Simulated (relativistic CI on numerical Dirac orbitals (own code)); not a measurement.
# Mn²⁺: M2,3 absorption edge

Computed with this model: Dirac-Coulomb-Breit CI, separate exchange-only KLI orbitals for each configuration, model QED (radiative potential, 1s self-energy scaled to tabulated hydrogen-like ionisation energies), valence Slater integrals scaled by 0.9, multiplet model of core-to-valence dipole absorption; configurations [Ar] 3d5 → [Ne] 3s2 3p5 3d6; 300 K; Lorentzian 0.8 eV and Gaussian 0.3 eV FWHM. Energies are those of the free ion, without screening or charge transfer. The branching ratio is the share of the lower-energy edge in the whole absorption, uncertain by about 0.02 where the edges overlap. S is read from ⟨S²⟩ = S(S + 1).

Field parameters in Wybourne normalisation: D4h B²₀ = −7Ds, B⁴₀ = 21(Dq − Dt), B⁴₄ = 21√(5/14) Dq. The field is a parameter set, without covalency.

Computed curve for D4h, 10Dq = 16000, Ds = 2360, Dt = 470 cm⁻¹, scaled to 100 at the maximum (points under 2 are left out and the grid is thinned):

(Energy (eV), Intensity): (47.9, 2.1), (48.1, 2.4), (48.2, 2.6), (48.4, 2.9), (48.6, 2.9), (48.7, 2.8), (48.9, 2.6), (49.1, 2.6), (49.2, 2.8), (49.4, 3.3), (49.6, 4.0), (49.7, 4.2), (49.9, 4.2), (50.1, 3.8), (50.2, 3.6), (50.4, 3.4), (50.6, 3.6), (50.7, 3.7), (50.9, 3.9), (51.1, 4.1), (51.2, 4.3), (51.4, 4.7), (51.6, 5.3), (51.7, 5.8), (51.9, 6.8), (52.1, 8.3), (52.2, 9.3), (52.4, 11.9), (52.6, 15.8), (52.7, 18.6), (52.9, 26.7), (53.0, 32.5), (53.2, 48.7), (53.4, 67.2), (53.5, 73.9), (53.7, 79.9), (53.9, 85.4), (54.0, 90.4), (54.2, 99.5), (54.4, 96.5), (54.5, 88.9), (54.7, 66.3), (54.9, 44.1), (55.0, 35.6), (55.2, 23.7), (55.4, 16.7), (55.5, 14.2), (55.7, 10.7), (55.9, 8.4), (56.0, 7.5), (56.2, 6.1), (56.4, 5.0), (56.5, 4.6), (56.7, 3.9), (56.9, 3.4), (57.0, 3.1), (57.2, 2.7), (57.4, 2.4), (57.5, 2.3), (57.7, 2.0)

The ground state has S = 2.50, and the centroid lies at 53.86 eV.
